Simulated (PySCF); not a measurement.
Match the calculated data to a structure.

| technique | computed result |
| --- | --- |
| UV, first state | lowest singlet excitation: 4.48 eV (277 nm, f = 0.002) [TDDFT CAM-B3LYP/def2-SVPD] |
| Polarisability | 96.0 au [CAM-B3LYP/def2-SVPD] |
| Triplet | lowest triplet excitation (Tamm–Dancoff): 3.66 eV [TDA CAM-B3LYP/def2-SVPD] |
| Dipole | 1.18 D [CAM-B3LYP/def2-SVPD] |
| Valence photoelectron | vertical ionisation energy: 9.35 eV [ΔSCF CAM-B3LYP/def2-SVPD] |
| NMR, other nuclei | isotropic shieldings of nuclei other than C and H, by class: -167 (1 N), 374 (1 Si) ppm [GIAO B3LYP/pcSseg-1] |
| Rotational structure | rotational constants A, B, C: 3.110, 1.500, 1.321 GHz [PBE0-D3(BJ)/def2-SVP] |
| 13C NMR | chemical shifts (computed TMS as zero) by class: 196.7 (1 C), 28.4 (3 C), 20.1 (1 C) ppm [GIAO B3LYP/pcSseg-1] |
| 1H NMR | chemical shifts (computed TMS as zero) by class: 11.81 (1 H), 9.08 (1 H), 4.04 (2 H), 1.18 (9 H) ppm [GIAO B3LYP/pcSseg-1] |

The electronic properties come from PySCF, for the isolated species, density fitting. Levels stand in brackets. One conformer (not necessarily the lowest) at the PBE0-D3(BJ)/def2-SVP geometry, without solvent, vibrations or thermal averaging. Each NMR value is the plain mean over a class of atoms that symmetry, rotation or inversion makes alike.

Question: Which candidate is it?
A. `[H]/N=C/[SiH2]C(C)(C)C`
B. `C=C(C)CN(C)[SiH3]`
C. `NC[C@H]1CCN[SiH2]1`

Answer: A. It is `[H]/N=C/[SiH2]C(C)(C)C`. Numbering: `[H]/[N:7]=[CH:6]/[SiH2:5][C:2]([CH3:1])([CH3:3])[CH3:4]`. Its formula, C5H13NSi, gives 1 degree of unsaturation: 0 rings and 1 π bond in the structure found. 5 carbons fall into 3 classes; from least to most shielded: C=N carbon [C6] (196.7 ppm), methyl carbon [C1/C3/C4] (28.4 ppm, 3 C, up to 2.9 ppm apart in this geometry), sp3 carbon bound to silicon [C2] (20.1 ppm). Hydrogen classes from least to most shielded: 1 H on a C=N nitrogen, N7 (11.81 ppm), 1 H on a C=N carbon, C6 (9.08 ppm), 2 H on an SiH2 silicon, Si5 (4.04 ppm), 9 H on 3 methyl carbons, C1/C3/C4 (1.18 ppm, a mean of values up to 1.5 ppm apart in this geometry). The other shieldings belong to: -167 ppm, C=N nitrogen [N7]; 374 ppm, SiH2 silicon [Si5]. The first electron is taken from the HOMO, whose largest Löwdin shares are 0.36 on the C=N nitrogen, 0.18 on the C=N carbon, 0.10 on the SiH2 silicon and 0.09 on the sp3 carbon bound to silicon. By its constants the optimised geometry is an asymmetric top.

The others, at the same levels:
- `C=C(C)CN(C)[SiH3]` fails: its computed lowest singlet excitation is 5.71 eV (217 nm, f = 0.010) (against 4.48 eV), vertical ionisation energy is 8.33 eV (against 9.35 eV) and lowest triplet excitation (Tamm–Dancoff) is 4.31 eV (against 3.66 eV).
- `NC[C@H]1CCN[SiH2]1` fails: it has 12 hydrogens where the 1H data count 13; its computed lowest singlet excitation is 5.88 eV (211 nm, f = 0.004) (against 4.48 eV), vertical ionisation energy is 8.68 eV (against 9.35 eV) and lowest triplet excitation (Tamm–Dancoff) is 5.60 eV (against 3.66 eV).

Each candidate is one conformer, not necessarily the lowest. Dipoles, sizes and rotational constants follow the conformer. The torsions of the flexible species, by atom-mapped SMILES:
- `[H]/[N:7]=[CH:6]/[SiH2:5][C:2]([CH3:1])([CH3:3])[CH3:4]`: C1–C2–Si5–C6 59°, C2–Si5–C6–N7 4°
- `[CH2:1]=[C:2]([CH3:3])[CH2:4][N:5]([CH3:6])[SiH3:7]`: C1–C2–C4–N5 125°, C2–C4–N5–C6 -67°

The conformers of `NC[C@H]1CCN[SiH2]1` aren't listed.
